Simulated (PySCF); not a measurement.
**Dipole response of Al²⁺ (aluminium, charge +2)**

[Ne] 3s1, 2S determinant. Calculation: PySCF 2.14, in dyall-av2z (13s9p2d, 50 functions); the non-relativistic Hamiltonian (point nucleus). Coupled (time-dependent) response in atomic units; α is the mean over directions. A double-zeta set is small for polarisabilities.

```
 method  mean α (bohr³)  C₆ (like pair)  S(−4)
    UHF           15.29           42.75  262.0
    PBE           13.65           35.89  211.5
   PBE0           14.16           37.95  227.0
wB97M-V           13.47           34.91  209.5
    M06           15.13           40.77  273.4
```

S(−4) is the Cauchy moment in α(ω) = α(0) + S(−4) ω² + …

α(iu) at wB97M-V:

```
u (hartree)  α(iu) (bohr³)
          0          13.47
     0.0500          12.97
      0.100          11.66
      0.200          8.324
      0.300          5.656
      0.500          2.830
      0.750          1.469
       1.00         0.9032
       1.50         0.4576
       2.00         0.2873
       3.00         0.1526
       5.00        0.06914
```

A single London oscillator, α(iu) = α/(1 + u²/ω²), gives C₆ = (3/4) ω α². Matching the computed C₆ needs ω = 4 × 34.91 / (3 × 13.47²) = 0.257 hartree.

For an ion, C₆ is the dispersion term alone; charge-induced terms of lower order in 1/R come first.
